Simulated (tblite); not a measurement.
Isomers of C7H12O2Si. Calculated harmonic vibrations of the isolated species, GFN2-xTB (tblite), most abundant isotopes, no scaling. The method is semi-empirical: single wavenumbers can be off by several per cent or more. Modes of hydrogen on silicon can be 10 to 20 % off. One conformer each.

Electronic energies: GFN2-xTB at the same geometries; isomer energies are rough at this level and their order can be wrong.

```json
{"SMILES": "C[Si](C)(C)Oc1ccoc1", "electronic energy, lowest = 0 (kcal/mol)": "0.0"}
{"SMILES": "C=C1CO[C@@H](C(C)=O)C[SiH2]1", "electronic energy, lowest = 0 (kcal/mol)": "42.9"}
{"SMILES": "COC1=C[C@@H](C(C)=O)[SiH2]C1", "electronic energy, lowest = 0 (kcal/mol)": "31.5"}
{"SMILES": "C=C[C@](C=O)(C[SiH3])C(C)=O", "electronic energy, lowest = 0 (kcal/mol)": "52.3"}
{"SMILES": "CO[SiH2]CC(=C=O)C1CC1", "electronic energy, lowest = 0 (kcal/mol)": "24.4"}
{"SMILES": "CCOC1=CC(=O)[Si@H]1CC", "electronic energy, lowest = 0 (kcal/mol)": "59.6"}
```

How do GFN2-xTB zero-point energies change the relative energies?

| SMILES | ZPE (kcal/mol) | of it from modes above 1550 cm⁻¹ | electronic (kcal/mol) | with ZPE, lowest = 0 (kcal/mol) | lowest mode (cm⁻¹) | rings |
| --- | --- | --- | --- | --- | --- | --- |
| C[Si](C)(C)Oc1ccoc1 | 109.0 | 55.1 | 0.0 | 0.0 | 28 | 1 |
| CO[SiH2]CC(=C=O)C1CC1 | 106.7 | 53.0 | 24.4 | 22.2 | 25 | 1 |
| COC1=C[C@@H](C(C)=O)[SiH2]C1 | 106.9 | 54.4 | 31.5 | 29.4 | 47 | 1 |
| C=C1CO[C@@H](C(C)=O)C[SiH2]1 | 106.9 | 54.1 | 42.9 | 40.8 | 41 | 1 |
| C=C[C@](C=O)(C[SiH3])C(C)=O | 104.2 | 56.1 | 52.3 | 47.4 | 22 | 0 |
| CCOC1=CC(=O)[Si@H]1CC | 108.6 | 55.3 | 59.6 | 59.2 | 39 | 1 |

The zero-point energies span 4.8 kcal/mol, from `C=C[C@](C=O)(C[SiH3])C(C)=O` to `C[Si](C)(C)Oc1ccoc1`. The order is unchanged.

What do entropy and thermal enthalpy add at 298.15 K and 1 bar (rigid rotor, harmonic oscillator, one conformer each)?

```tsv
SMILES	point group	symmetry number	S (cal/(mol K))	H − H(0) (kcal/mol)	ZPE + H − H(0) − TS (kcal/mol)
C[Si](C)(C)Oc1ccoc1	C1	1	116.0	8.79	83.2
CO[SiH2]CC(=C=O)C1CC1	C1	1	118.7	8.82	80.2
COC1=C[C@@H](C(C)=O)[SiH2]C1	C1	1	108.1	8.11	82.8
C=C1CO[C@@H](C(C)=O)C[SiH2]1	C1	1	106.5	7.89	83.1
CCOC1=CC(=O)[Si@H]1CC	C1	1	112.9	8.52	83.4
```

Not tabulated: `C=C[C@](C=O)(C[SiH3])C(C)=O` (lowest mode only 22 cm⁻¹).
